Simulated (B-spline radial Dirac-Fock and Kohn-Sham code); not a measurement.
**Kohn-Sham estimates against Dirac-Fock for the levels of Nd³⁺**

System: Nd³⁺ in the configuration [Xe] 4f1 5d2 (not the ground configuration).

The density-functional columns are spherical, spin-unpolarised Dirac-Kohn-Sham results without Breit or QED terms: −ε is minus the orbital energy of the initial state and ΔSCF the difference of two total energies. The reference in the last column comes from Dirac-Fock energy differences between relaxed states, corrected for Breit and QED terms. All numbers are from an atomic code on a B-spline grid, in eV; a selection of levels is shown. For the 1s level of heavy atoms much of the gap between ΔSCF and the reference is the Breit and QED part, -174.4 eV here; for other levels the error of the functional can be larger.

```
     level   LDA −ε  LDA ΔSCF  Dirac-Fock
    K (1s)  43360.7   43784.8     43623.4
   L1 (2s)   7052.7    7131.8      7191.0
L2 (2p1/2)   6677.7    6776.7      6780.8
L3 (2p3/2)   6158.5    6249.0      6267.3
   M1 (3s)   1571.2    1598.6      1642.1
M2 (3p1/2)   1410.7    1439.3      1467.6
M3 (3p3/2)   1307.2    1334.4      1363.2
M4 (3d3/2)   1026.2    1057.2      1062.5
M5 (3d5/2)   1003.9    1034.3      1040.6
   N1 (4s)    351.1     364.1       384.7
N2 (4p1/2)    290.2     302.9       316.5
N3 (4p3/2)    267.1     279.4       293.4
N4 (4d3/2)    166.4     178.2       178.9
N5 (4d5/2)    162.3     173.9       174.8
 N6,7 (4f)    45.44     55.68       52.98
   O1 (5s)    75.23     82.33       85.42
O2 (5p1/2)    57.14     63.79       63.09
O3 (5p3/2)    53.18     59.62       59.14
 O4,5 (5d)    27.89     33.10       31.81
```

Values without a named source are computed, but for edge energies of neutral atoms, which are taken from tables.
